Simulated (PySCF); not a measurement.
F₂Hf, SMILES [F][Hf][F], multiplicity 1. Atoms are numbered in the order given.

```xyz
3

Hf     0.0000     0.0000    -0.1976
F      0.0000     1.5899     0.7905
F      0.0000    -1.5899     0.7905
```
Charge 0, spin multiplicity 1.

Geometry: r2SCAN-D4/def2-TZVP. The multiplicity is an assumed one; other spin states were not compared. The def2 effective core potentials stand for the cores of Hf; spin–orbit coupling is left out.

Method: PySCF with CAM-B3LYP/def2-TZVPD.

Isolated molecule, no solvent.

Q: Estimate the frontier levels, gap, dipole moment and polarisability. (An estimate is asked for; the answer gives what the named calculation found.)

A: 
```json
{
  "highest_occupied_level": "-6.80 eV",
  "lowest_empty_level": "-1.30 eV",
  "orbital_gap": "5.50 eV",
  "dipole_moment": "1.48 D",
  "quadrupole, principal values (traceless, Buckingham form, about the centre of nuclear charge)": "-3.76, 1.77, 1.99 D·Å",
  "mean_static_polarisability": "73.1 bohr³ (10.84 Å³)",
  "polarisability_principal_values": "61.2, 71.8, 86.4 bohr³"
}
```
